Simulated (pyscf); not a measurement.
## F–WH₂(F)(F)–F, singlet

Gas-phase minimum from PySCF at ωB97X-D3(BJ)/def2-SVP, one conformer. 

```
W
F 1 1.8596
F 1 1.8599 2 82.93
F 1 1.8600 2 151.50 3 76.74
F 1 1.8602 2 90.19 3 152.17
H 1 1.6668 2 124.00 3 -74.98
H 1 1.6669 6 64.31 3 134.45
```

Properties at ωB97X-D3(BJ)/def2-SVP:

```json
{
 "harmonic_wavenumbers_unscaled": "118, 186, 240, 283, 345, 418, 670, 704, 715, 745, 766, 896, 1190, 2186, 2229 cm⁻¹",
 "zero_point_energy": "16.7 kcal/mol",
 "rotational_symmetry_number": "2",
 "Entropy of this conformer at 298 K and 1 atm, rigid rotor and harmonic oscillator, modes under 100 cm⁻¹ raised to 100": "337.0 J/(mol K)",
 "dipole_moment": "0.92 D"
}
```

Single-point totals, which compare only within one level:

```tsv
level	total energy (hartree)
ωB97X-D3(BJ)/def2-TZVP	-468.04833
PBE/def2-TZVP	-467.68534
r²SCAN/def2-TZVP	-467.89485
B3LYP-D3(BJ)/def2-TZVP	-468.04043
PBE0-D3(BJ)/def2-TZVP	-467.60908
M06-2X/def2-TZVP	-467.72435
ωB97M-D3(BJ)/def2-TZVP	-468.01349
```

Elements past Kr carry the def2 core potentials, without spin-orbit coupling.
